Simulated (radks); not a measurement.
Results of a calculation; reference values are marked as such.
Species: Co V. Configuration: [Ar] 3d5 (the NIST ground configuration). Code: a radial shooting solver on a logarithmic mesh with Libxc functionals. Model: Dirac Kohn-Sham, AM05, spin-unpolarised, spherical densities, finite nucleus; open shells are shared between the two j in proportion to 2j + 1; Fermi nuclear charge, rms radius 3.7875 fm. Some entries of the table are withheld. Estimate them.

orbital,occ.,eigenvalue (eV),<r> (bohr)
1s1/2,2,-7638.617,0.05626
2s1/2,2,-960.2951,(1)
2p1/2,2,-841.9940,0.2230
2p3/2,4,-827.2193,0.2262
3s1/2,2,-162.0926,0.7612
3p1/2,2,-126.4065,0.7864
3p3/2,4,-124.4460,0.7949
3d3/2,2,(2),0.8747
3d5/2,3,(3),0.8778
4s1/2,0,-44.7370,(4)
4p1/2,0,-36.1567,(5)
4p3/2,0,-35.8791,(6)

Answer. 
(1) 2s1/2 <r> (bohr): 0.2557
(2) 3d3/2 eigenvalue (eV): -66.0791
(3) 3d5/2 eigenvalue (eV): -65.8329
(4) 4s1/2 <r> (bohr): 2.016
(5) 4p1/2 <r> (bohr): 2.248
(6) 4p3/2 <r> (bohr): 2.265
